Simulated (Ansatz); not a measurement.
`C[S][Ge][F]` + `[SiH3]N[SiH3]` → `[F][Ge][N]([SiH3])[SiH3]` + CH₃SH at 600 K and 1 bar (ligand exchange at a Ge–S bond).

Computed with Ansatz on PBE0-D4/def2-TZVP structures; ΔE is electronic, products minus reactants. CCSD(T)/CBS is the MP2 limit (def2-TZVPP, def2-QZVPP) plus CCSD(T) − MP2 in def2-TZVPP, frozen cores. This one scheme is used for every species. For Ge outer-core shells are correlated without core-valence functions, which leaves a few kJ/mol of doubt a bond. Scalar relativity is left out up to krypton. One conformer a species, not always the lowest.

```csv
species,CCSD(T)/CBS energy (Eh),H − E (kJ/mol),S (J/(mol·K))
`C[S][Ge][F]`,-2613.59497,155.6,401.1
`[SiH3]N[SiH3]`,-637.10515,230.1,420.5
`[F][Ge][N]([SiH3])[SiH3]`,-2812.46809,227.5,495.3
CH₃SH,-438.22835,152.3,296.8
```

H − E and S are ideal-gas, rigid-rotor, harmonic terms from PBE0-D4/def2-TZVP, for one conformer and one mirror image of each species. 1 Eh = 2625.50 kJ/mol, R = 8.31446 J/(mol·K).

Task: By hand: ΔE, ΔH, ΔS and ΔG.

Result: ΔE = (-2812.46809) + (-438.22835) − (-2613.59497) − (-637.10515) = 0.00368 Eh = 9.7 kJ/mol. Δ(H − E) = 227.5 + 152.3 − 155.6 − 230.1 = -5.9, so ΔH = 3.8 kJ/mol. ΔS = 495.3 + 296.8 − 401.1 − 420.5 = -29.5 J/(mol·K). ΔG = 3.8 − 600 × (-29.5)/1000 = 21.5 kJ/mol.

Task: By hand: the equilibrium constant, and the temperature at which ΔG would vanish if ΔH and ΔS stayed fixed.

Result: log₁₀ K = −ΔG/(RT ln 10) = -1.9. ΔH and −TΔS have one sign here, so there is no such temperature. One of them is within its doubt of zero, so this could turn.

TΔS isn't small against ΔH here. A doubt of 5 kJ/mol in ΔE shifts log₁₀ K by 0.4 here. Other conformers and mirror images would add mixing entropy, several J/(mol·K) or more a flexible species. Modes under 60 cm⁻¹, often nearly free rotors, make the harmonic entropy too high. These are equilibria of isolated gas molecules and say nothing of rates. Largest T1 diagnostic: 0.015 (customary marks: 0.02 for closed shells, 0.045 for open ones).
